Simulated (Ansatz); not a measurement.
Program: Ansatz. Geometries: PBE0-D4/def2-TZVP. ΔE: electronic, gas phase. CBS: MP2 limit from def2 TZ/QZ plus the TZ coupled-cluster correction, frozen cores. This one scheme is used for every species. Functionals use def2-TZVPP. B3LYP here is the variant with VWN-RPA as its local correlation; programs differ in this. HSE06 is defined as in plane-wave codes. Each species was taken in one conformer, which may not be the lowest.

`FBB[SiH3]` + `BO` → `BOB[SiH3]` + `BF`  (cleavage of the B–B bond)

```json
{"level": "revPBE-D4", "ΔE (kJ/mol)": "-97.8", "difference from CCSD(T)/CBS": "19.0"}
{"level": "BLYP-D4", "ΔE (kJ/mol)": "-110.4", "difference from CCSD(T)/CBS": "6.4"}
{"level": "r2SCAN-D4", "ΔE (kJ/mol)": "-105.8", "difference from CCSD(T)/CBS": "11.0"}
{"level": "B97M-V", "ΔE (kJ/mol)": "-100.9", "difference from CCSD(T)/CBS": "15.9"}
{"level": "PBE0-D4", "ΔE (kJ/mol)": "-104.0", "difference from CCSD(T)/CBS": "12.8"}
{"level": "B3LYP-D4", "ΔE (kJ/mol)": "-114.8", "difference from CCSD(T)/CBS": "2.0"}
{"level": "r2SCANh-D4", "ΔE (kJ/mol)": "-108.0", "difference from CCSD(T)/CBS": "8.8"}
{"level": "r2SCAN0-D4", "ΔE (kJ/mol)": "-111.2", "difference from CCSD(T)/CBS": "5.6"}
{"level": "HSE06-D4", "ΔE (kJ/mol)": "-103.8", "difference from CCSD(T)/CBS": "13.0"}
{"level": "BHLYP-D4", "ΔE (kJ/mol)": "-122.8", "difference from CCSD(T)/CBS": "-6.0"}
{"level": "CAM-B3LYP-D4", "ΔE (kJ/mol)": "-119.1", "difference from CCSD(T)/CBS": "-2.3"}
{"level": "ωB97X-V", "ΔE (kJ/mol)": "-113.3", "difference from CCSD(T)/CBS": "3.5"}
{"level": "ωB97M-V", "ΔE (kJ/mol)": "-115.6", "difference from CCSD(T)/CBS": "1.2"}
{"level": "B2PLYP", "ΔE (kJ/mol)": "-119.1", "difference from CCSD(T)/CBS": "-2.3"}
{"level": "PBE-QIDH", "ΔE (kJ/mol)": "-114.5", "difference from CCSD(T)/CBS": "2.3"}
{"level": "PBE", "ΔE (kJ/mol)": "-96.5", "difference from CCSD(T)/CBS": "20.3"}
{"level": "revPBE", "ΔE (kJ/mol)": "-94.9", "difference from CCSD(T)/CBS": "21.9"}
{"level": "BLYP", "ΔE (kJ/mol)": "-108.9", "difference from CCSD(T)/CBS": "7.9"}
{"level": "r2SCAN", "ΔE (kJ/mol)": "-105.6", "difference from CCSD(T)/CBS": "11.2"}
{"level": "PBE0", "ΔE (kJ/mol)": "-103.4", "difference from CCSD(T)/CBS": "13.4"}
{"level": "r2SCANh", "ΔE (kJ/mol)": "-107.8", "difference from CCSD(T)/CBS": "9.0"}
{"level": "r2SCAN0", "ΔE (kJ/mol)": "-110.9", "difference from CCSD(T)/CBS": "5.9"}
{"level": "HSE06", "ΔE (kJ/mol)": "-103.3", "difference from CCSD(T)/CBS": "13.5"}
{"level": "CAM-B3LYP", "ΔE (kJ/mol)": "-118.6", "difference from CCSD(T)/CBS": "-1.8"}
{"level": "LC-ωPBE", "ΔE (kJ/mol)": "-107.1", "difference from CCSD(T)/CBS": "9.7"}
{"level": "RPA@PBE/def2-TZVPP", "ΔE (kJ/mol)": "-121.0", "difference from CCSD(T)/CBS": "-4.2"}
{"level": "HF/def2-SVP", "ΔE (kJ/mol)": "-136.0", "difference from CCSD(T)/CBS": "-19.2"}
{"level": "MP2/def2-SVP", "ΔE (kJ/mol)": "-131.9", "difference from CCSD(T)/CBS": "-15.1"}
{"level": "CCSD(T)/def2-SVP", "ΔE (kJ/mol)": "-125.6", "difference from CCSD(T)/CBS": "-8.8"}
{"level": "HF/def2-TZVPP", "ΔE (kJ/mol)": "-133.5", "difference from CCSD(T)/CBS": "-16.7"}
{"level": "MP2/def2-TZVPP", "ΔE (kJ/mol)": "-124.2", "difference from CCSD(T)/CBS": "-7.4"}
{"level": "SCS-MP2/def2-TZVPP", "ΔE (kJ/mol)": "-126.2", "difference from CCSD(T)/CBS": "-9.4"}
{"level": "CCSD/def2-TZVPP", "ΔE (kJ/mol)": "-118.5", "difference from CCSD(T)/CBS": "-1.7"}
{"level": "CCSD(T)/def2-TZVPP", "ΔE (kJ/mol)": "-117.9", "difference from CCSD(T)/CBS": "-1.1"}
{"level": "HF/def2-QZVPP", "ΔE (kJ/mol)": "-134.6", "difference from CCSD(T)/CBS": "-17.8"}
{"level": "MP2/def2-QZVPP", "ΔE (kJ/mol)": "-124.0", "difference from CCSD(T)/CBS": "-7.2"}
{"level": "SCS-MP2/def2-QZVPP", "ΔE (kJ/mol)": "-125.8", "difference from CCSD(T)/CBS": "-9.0"}
{"level": "HF/CBS(def2)", "ΔE (kJ/mol)": "-134.8", "difference from CCSD(T)/CBS": "-18.0"}
{"level": "MP2/CBS(def2)", "ΔE (kJ/mol)": "-123.1", "difference from CCSD(T)/CBS": "-6.3"}
{"level": "CCSD/CBS(def2)", "ΔE (kJ/mol)": "-117.4", "difference from CCSD(T)/CBS": "-0.6"}
{"level": "CCSD(T)/CBS", "ΔE (kJ/mol)": "-116.8", "difference from CCSD(T)/CBS": "0"}
```

Largest T1 diagnostic among the species: 0.014.

At CCSD(T), def2-SVP lies −8.8 kJ/mol from the extrapolated value and def2-TZVPP −1.1 kJ/mol. From PBE to PBE0 (25 % exact exchange), in def2-TZVPP and without D4, ΔE moves by −7.0 kJ/mol.
